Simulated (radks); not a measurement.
Species: Ta LXI. Configuration: [Ne] 3s2 3p1. Calculated with a radial shooting solver on a logarithmic mesh with Libxc functionals: scalar-relativistic Kohn-Sham, LB94 model potential, spin-polarised, spherical densities, finite nucleus; open shells are filled with parallel spins first (spin-orbit coupling, left out, can overturn this in heavy ions); Fermi nuclear charge, rms radius 5.3507 fm. Some entries of the table are withheld. Estimate them.

| orbital | occ. | eigenvalue (eV) | <r^2> (bohr^2) |
|---|---|---|---|
| 1s up | 1 | -72541.65 | 0.0004768 |
| 1s down | 1 | -72541.62 | 0.0004768 |
| 2s up | 1 | -16363.77 | 0.007154 |
| 2s down | 1 | -16363.27 | 0.007158 |
| 2p up | 3 | -14970.28 | (1) |
| 2p down | 3 | -14968.03 | (2) |
| 3s up | 1 | -6677.080 | 0.04001 |
| 3s down | 1 | -6669.166 | 0.03996 |
| 3p up | 1 | -6266.280 | (3) |
| 3p down | 0 | -6259.285 | (4) |

Answer. 
(1) 2p up <r^2> (bohr^2): 0.005853
(2) 2p down <r^2> (bohr^2): 0.005858
(3) 3p up <r^2> (bohr^2): 0.03890
(4) 3p down <r^2> (bohr^2): 0.03882
